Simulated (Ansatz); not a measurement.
Geometry optimisation, RKS B3LYP-D4/def2-SVP in Ansatz 0.2.0.

The input (input.yaml):

```yaml
crystal:
  periodic: [false, false, false]
  atoms:
    - { symbol: O, position_ang: [-1.1222, 0.3468, 1.9717] }
    - { symbol: C, position_ang: [-0.5728, -0.1194, 0.8024] }
    - { symbol: F, position_ang: [-0.0481, -1.3542, 1.0773] }
    - { symbol: O, position_ang: [0.5123, 0.7869, 0.3914] }
    - { symbol: Ge, position_ang: [1.0291, 0.266, -1.2514] }
    - { symbol: F, position_ang: [-0.2258, 0.5755, -2.4324] }
    - { symbol: H, position_ang: [-1.8719, -0.2382, 2.2] }
    - { symbol: H, position_ang: [-1.3136, -0.2096, 0.0087] }
    - { symbol: H, position_ang: [1.4128, -1.2128, -1.187] }
    - { symbol: H, position_ang: [2.2834, 1.1079, -1.5778] }
basis:
  gaussian: { orbitals: def2-SVP }
hamiltonian:
  xc: b3lyp
  dispersion: d4
relax:
  f_tol: 0.02
  max_steps: 50
output:
  orbitals: {}
```

Run as:

```bash
$ ansatz run input.yaml --threads 2 --pin off --max-ram 3072MiB --backend cpu --events-out ev --progress --plain --runs-dir out
```

Q: Where does it end, and by what steps?

A: The run converged. After 27 steps the energy has fallen by 0.535 eV; F3 moved furthest, 1.61 Å.

```csv
step,energy less start (eV),largest force component (eV/Å),accepted
0,0.0000,2.422,yes
1,-0.2960,1.453,yes
2,-0.3859,0.636,yes
3,-0.3923,0.636,yes
4,-0.4224,0.247,yes
5,-0.4280,0.067,yes
6,-0.4337,0.046,yes
7,-0.4350,0.487,yes
8,-0.4453,0.107,yes
9,-0.4398,0.657,no
10,-0.4482,0.022,yes
11,-0.4529,0.076,yes
12,-0.4553,0.241,yes
13,-0.4588,0.095,yes
14,-0.4616,0.063,yes
15,-0.4643,0.174,yes
16,-0.4671,0.164,yes
17,-0.4726,0.308,yes
18,-0.4793,0.276,yes
19,-0.4875,0.352,yes
20,-0.4989,0.309,yes
21,-0.5239,0.099,yes
22,-0.5302,0.189,yes
23,-0.5317,0.180,yes
24,-0.5348,0.055,yes
25,-0.5351,0.034,yes
26,-0.5352,0.027,yes
27,-0.5353,0.013,yes
```

```xyz
10
Properties=species:S:1:pos:R:3
O -0.221 -0.074 1.738
C -1.006 0.107 0.618
F -1.312 -1.146 0.096
O -0.327 0.842 -0.294
Ge 1.165 0.204 -1.077
F 0.656 -0.411 -2.624
H -0.692 -0.647 2.360
H -1.974 0.597 0.837
H 1.774 -0.963 -0.299
H 2.021 1.441 -1.351
```

The run took 41 s on 2 threads of AMD EPYC 9R45 96-Core Processor (Zen 5) (shared host), peak memory 0.34 GiB.
